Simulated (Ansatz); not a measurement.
Input for Ansatz (a first-principles code): U-wB97X-V/def2-TZVPPD on OH (SMILES [OH]). The basis file is the Basis Set Exchange's JSON of that set.

Ansatz 0.2 input:
```yaml
crystal:
  periodic: [false, false, false]
  atoms:
    - {symbol: O, position_ang: [0.00000000, -0.00000000, 0.48836012]}
    - {symbol: H, position_ang: [-0.00000000, 0.00000000, -0.48836012]}
basis:
  gaussian:
    orbitals: def2-TZVPPD.json
hamiltonian:
  xc: {name: wB97X-V}
magnetization: {spin_polarized: true, initial_magnetization: 1}
```

Program output:

```
WARN ansatz: RAYON_NUM_THREADS=4 ignored (pool sized by the plan → 4); use --threads N
Functional definition: wB97X-V
integrals: 0.01 GiB planned
243 factors; their error is unknown
integrals: 0.04 GiB planned
78 factors; integrals over basis functions are off by at most 2.2e-5 eV
mean field: 0.17 GiB planned
mean field evaluation 1: about -2060.1411 eV, gradient 1.6e1 eV
mean field evaluation 2: about -2060.4633 eV, gradient 1.3e1 eV
mean field evaluation 4: about -2061.0008 eV, gradient 1.4e-1 eV
mean field evaluation 8: about -2061.0045 eV, gradient 1.6e-2 eV
mean field -2061.00445333 eV, -75.7405166610 hartree, gradient 3.7e-5 eV, S^2 0.752521; 0 other end points of the search recorded, 0 dependent functions left out
reference -2061.00445177 eV, -75.7405166037 hartree; 5, 4 occupied and 52, 53 virtual orbitals, 243 factors
Total energy: -2061.00445177 eV, -75.7405166037 hartree
```

The run converged.

Cost: about 1.2 core-seconds (a rough figure).
